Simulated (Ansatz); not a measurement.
AsS2⁺, relaxed as a singlet with RKS PBE0-D4/def2-TZVP in Ansatz, starting from the GFN1-xTB geometry. Force threshold 0.02 eV/Å.

The structure comes from a short search, and lower isomers may exist.

Start:

```
atom    x (Å)    y (Å)    z (Å)
 As1   0.4878   1.1399   1.2307
  S2  -0.5960  -0.4626  -1.5075
  S3   0.1082  -0.6773   0.2769
```

Q: Estimate the energy that the relaxation releases and the steps that it takes.

A: 2.03 eV, in 8 steps; 8.5 s on 4 threads of Arm Neoverse V1 on a shared host. No frequencies were taken in this run, so the end may be a saddle point.

Q: Does the start keep its bonding and symmetry?

A: Bonds formed: As1–S2 (atoms count from 1). Point group Cs at the start, C2v at the end, both within 0.05 Å.

Q: Predict the relaxed structure.

A: 
Cartesian coordinates in Å:
```
As 0.241 1.018 0.606
S -0.458 0.082 -1.161
S 0.217 -1.100 0.555
```
Bond lengths: 2 × As–S 2.12 Å; 1 × S–S 2.19 Å.
